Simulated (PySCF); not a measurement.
**Löwdin shares of the frontier orbitals**

Compound: C4H6F2N2Si.
Geometry (GFN2-xTB, Å), atoms numbered from 1 in this order:
```xyz
15
C4H6F2N2Si angstrom
F      2.9552    1.3581   -0.7365
C      2.6707    0.1267   -0.2299
F      3.0136   -0.7507   -1.2129
C      1.2352    0.0034    0.1374
C      0.1223    0.1481   -0.6409
N     -0.9593   -0.0652    0.1680
Si    -2.6533   -0.0038   -0.3063
C     -0.4346   -0.3285    1.3979
N      0.8603   -0.2966    1.4181
H      3.3267   -0.0499    0.6341
H      0.0176    0.3801   -1.6801
H     -3.3721   -0.3146    0.9242
H     -2.8328   -1.0109   -1.3487
H     -2.9037    1.3498   -0.7946
H     -1.0501   -0.5381    2.2483
```

Computed, not measured: TDDFT PBE0/def2-SVPD, vertical, gas phase, core orbitals frozen in the response in PySCF 2.14.0, density-fitted response routines.

Frontier orbitals with the atoms that hold most of them (Löwdin shares over 4%, at most four atoms; ? is withheld):

```json
{"orbital": "LUMO+2", "ε (eV)": "0.33", "atoms": "Si7 56%, H13 12%, H14 12%, H12 10%"}
{"orbital": "LUMO+1", "ε (eV)": "-0.30", "atoms": "C5 21%, N6 16%, C4 14%, C8 12%"}
{"orbital": "LUMO", "ε (eV)": "-0.39", "atoms": "Si7 46%, H12 12%, H13 12%, H14 12%"}
{"orbital": "HOMO", "ε (eV)": "?", "atoms": "?"}
{"orbital": "HOMO-1", "ε (eV)": "-8.34", "atoms": "?"}
{"orbital": "HOMO-2", "ε (eV)": "-8.67", "atoms": "N9 31%, N6 29%, C4 12%, C8 8%"}
{"orbital": "HOMO-3", "ε (eV)": "-9.81", "atoms": "F1 24%, F3 24%, C2 20%, H10 13%"}
```

Question: Give the leading atoms of the HOMO.

Answer: C5 (bonded to C, N and H) 28%; C4 (bonded to 2 C and N) 23%; C8 (bonded to 2 N and H) 20%; N6 (bonded to 2 C and Si) 9%. By element: carbon 71% or more, nitrogen 9% or more.

Question: Give the leading atoms of the HOMO-1.

Answer: N9 (bonded to 2 C) 66%; C4 (bonded to 2 C and N) 10%; C8 (bonded to 2 N and H) 9%; N6 (bonded to 2 C and Si) 4%. By element: nitrogen 71%, carbon 19% or more.

Question: What is the HOMO energy, and the HOMO–LUMO gap?

Answer: ε(HOMO) = -7.23 eV; the gap is 6.84 eV (0.2512 hartree).

Question: How does S1 compare with the orbital gap of 6.84 eV?

Answer: S1 is at 5.79 eV (f = 0.0000), 1.04 eV below the gap, made of HOMO→LUMO (99%). 

Question: Give energy, strength and leading configuration of S1, S2, S3, S7 and S8, and follow the Löwdin shares of the leading atoms from the occupied to the empty orbital.

Answer: 
- S1 (5.79 eV, f 0.0000), HOMO→LUMO (99%): C5 28% → at most 12%, C4 23% → at most 12%, Si7 at most 10% → 46%, H12 at most 10% → 12%
- S2 (6.26 eV, f 0.107), HOMO→LUMO+1 (95%): C5 28% → 21%, C4 23% → 14%, N6 9% → 16%
- S3 (6.45 eV, f 0.0002), HOMO-1→LUMO+1 (95%): N9 66% → at most 12%, C4 10% → 14%, C5 at most 5% → 21%, N6 4% → 16%
- S7 (7.09 eV, f 0.0008), HOMO-2→LUMO (92%): N9 31% → at most 12%, N6 29% → at most 12%, Si7 at most 8% → 46%, H12 at most 8% → 12%
- S8 (7.09 eV, f 0.020), HOMO-1→LUMO (92%): N9 66% → at most 12%, C4 10% → at most 12%, Si7 at most 5% → 46%, H12 at most 5% → 12%

One conformer stands for the species.
